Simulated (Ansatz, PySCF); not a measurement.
This Ansatz (a first-principles code) input computes a B3LYP/def2-TZVPD energy:

Ansatz 0.2 input:
```yaml
crystal:
  periodic: [false, false, false]
  atoms:
    - {symbol: Al, position_ang: [-0.00000000, -0.00000000, -1.20443026]}
    - {symbol: Cl, position_ang: [0.00000000, 0.00000000, 0.92103490]}
basis:
  gaussian:
    orbitals: def2-TZVPD
hamiltonian:
  xc: {name: B3LYP}
magnetization: {spin_polarized: true, initial_magnetization: 2}
output: {forces: true}
```

Task: Write an input for the same energy in PySCF and say what it gives.

Result: 
```python
from pyscf import gto, scf, dft

mol = gto.M(
    atom='''
    Al   -0.00000000   -0.00000000   -1.20443026
    Cl    0.00000000    0.00000000    0.92103490
    ''',
    basis='def2-tzvpd',
    charge=0,
    spin=2,
    symmetry='C2v',
    verbose=4,
)

mf = dft.UKS(mol, xc='b3lyp').density_fit(auxbasis='def2-universal-jkfit')
mf.grids.level = 3
mf.conv_tol = 1e-9
mf.max_cycle = 100
mf.max_memory = 1500
mf.kernel()
if not mf.converged:
    mf = mf.newton()
    mf.kernel(mf.make_rdm1())
mf.analyze()
```
It gives -702.63107 Eh, and Ansatz -702.63104 Eh, a difference of 0.03 mEh, from the treatment of integrals and grids.

This is an excited triplet: at this geometry the singlet lies 2.97 eV lower at CCSD(T)/CBS(aug-cc-pV(T+d)Z,aug-cc-pV(Q+d)Z).
